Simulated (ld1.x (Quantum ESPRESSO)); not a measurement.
# P: excitation energies, all-electron against ultrasoft

| Quantity | Value |
| --- | --- |
| Element | phosphorus |
| Generator | ld1.x (Quantum ESPRESSO) 7.5 |
| Type | ultrasoft |
| Functional | PBE |
| Relativity | non-relativistic |
| Frozen core | [Ne] |
| Valence charge | 5 |
| Reference configuration | 3s1.5 3p3.5 |
| Partial waves | 3s (bound): rcut 1.30, rcutus 1.80 bohr; 3s channel at -0.7 Ry: rcut 1.30, rcutus 1.80 bohr; 3p (bound): rcut 1.65, rcutus 1.75 bohr; 3p channel at 0.35 Ry: rcut 1.65, rcutus 1.75 bohr |
| Local potential | all-electron potential smoothed inside 1.55 bohr (lloc = -1) |
| Core correction | none |
| Augmentation charge | built from norm-conserving waves at rcut, not smoothed further |

Energies are relative to the spin-unpolarised reference configuration 3s1.5 3p3.5; without spin polarisation the order of configurations can differ from experiment.

```tsv
valence configuration	charge	ΔE all-electron (eV)	error AE − PS (meV)
3s2 3p2	+1	5.535	+3.5
3s2 3p1	+2	24.694	+12
3s2 3p0	+3	54.444	+52
3s2 3p2.5	+0.5	-0.426	+2.4
3s0 3p5	0	12.816	+4.1
3s1 3p0	+4	106.325	+195
```

Q: What are ΔE and the potential's error for 3s2 3p3?

A: ΔE = -4.207 eV all-electron; the error (AE − PS) is +1.8 meV.
